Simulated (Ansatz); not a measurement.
GeH3(NHMe) (CH₇GeN). Total charge 0; singlet. Geometry PBE0-D4/def2-SVP; atoms count from 1.

Cartesian coordinates in Å:
```
Ge 1.3944 0.0226 -0.3817
H 2.0211 -0.3930 -1.7236
H 1.6755 1.5023 -0.0611
H 1.9989 -0.8443 0.7549
N -0.4210 -0.1589 -0.5713
C -1.3016 0.1364 0.5344
H -0.6963 -0.9962 -1.0751
H -1.2735 -0.5944 1.3695
H -1.0496 1.1213 0.9623
H -2.3479 0.2041 0.1917
```

(1) Estimate the Mulliken populations from the PBE0/def2-TZVP orbitals of Ansatz.

(2) And the Mayer bond orders between bonded heavy atoms (over 0.3)?

## Answers

(1) 
```tsv
atom	charge (e)
Ge1	0.18
H2	0.00
H3	-0.01
H4	-0.02
N5	-0.45
C6	-0.28
H7	0.22
H8	0.11
H9	0.13
H10	0.13
```
Mulliken values and Mayer orders depend strongly on the basis.

(2) Ge1–N5 1.04 (1.83 Å); N5–C6 1.01 (1.44 Å).
